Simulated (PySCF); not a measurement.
Numbering as in the mapped SMILES `[F:1][C:2]1=[CH:3][SiH2:4][CH:5]=[C:6]1[F:7]`. Each H is labelled by its parent atom.

Geometry: PBE0-D3(BJ)/def2-SVP; GIAO absolute shieldings from PySCF 2.14.0 with density-fitted response routines, gas phase, non-relativistic, averaged over equivalent atoms.

At PBE0/pcSseg-0 (75 basis functions):
```
      atoms  σ (ppm)
      F1/F7    256.7
      C2/C6     13.4
      C3/C5     87.6
        Si4    414.5
H(C3)/H(C5)    27.47
     H(Si4)    27.59
```

Estimate the result of repeating the calculation with B97-D/pcSseg-1.

Results:


| atoms | σ at B97-D/pcSseg-1 | change |
| --- | --- | --- |
| F1/F7 | 247.8 | -8.9 |
| C2/C6 | 14.6 | +1.2 |
| C3/C5 | 88.3 | +0.7 |
| Si4 | 402.7 | -11.8 |
| H(C3)/H(C5) | 26.51 | -0.96 |
| H(Si4) | 26.88 | -0.71 |

The largest change is at Si4 (silicon bonded to 2 C, 2 H, in a 5-membered ring). Cost: 146 basis functions, 19 s wall time on 1 thread of an Arm Neoverse V1, shared host.
